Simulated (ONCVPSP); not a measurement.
LDA (Perdew-Wang 92) ONCV dataset for O, scalar-relativistic all-electron reference.

ONCVPSP 4.0.1 input, shortened (lines: element, Z, core and valence counts, functional; n l f; lmax; l rc ep ncon nbas qcut; lloc lpopt rc5 dvloc0; l nproj debl; icmod fcfact rcfact), LDA (Perdew-Wang 92), scalar-relativistic:

```
  O 8.00    1    2  -001012      upf
    1    0    2.00
    2    0    2.00
    2    1    2.00
    2
    0    0.95    0.00    3    7    8.40
    1    1.15    0.00    3    7   11.30
    2    1.15    0.19    4    8    9.50
    4    4    0.85    0.00
    0    2    2.40
    1    1    3.40
    2    1    1.30
    1    0.45    0.00
```

All-electron outer shells of the reference configuration (LDA (PZ), scalar-relativistic, ld1.x):

```
shell  level (eV)  outermost node (bohr)  outermost maximum (bohr)
   1s     -553.87                      –                      0.13
   2s      -58.02                   0.28                      0.84
   2p      -43.35                      –                      0.74
```

Problem. Estimate the cutoffs (Ha) at which the residual kinetic energy of the hardest occupied pseudo-wave falls to 1 and 0.1 mHa per electron.

Solution. 44 Ha and 88 Ha.

Problem. What does a ghost test show?

Solution. No bound ghost flagged; no localised positive-energy state flagged.

Problem. Tests: 2s2 2p4; 2s2 2p3; 2s2 2p1; 2s1 2p5. Which has the largest error in its energy relative to the reference configuration, and how large is it?

Solution. 2s1 2p5, with +150 meV (all-electron minus pseudo) on -35.71 eV.
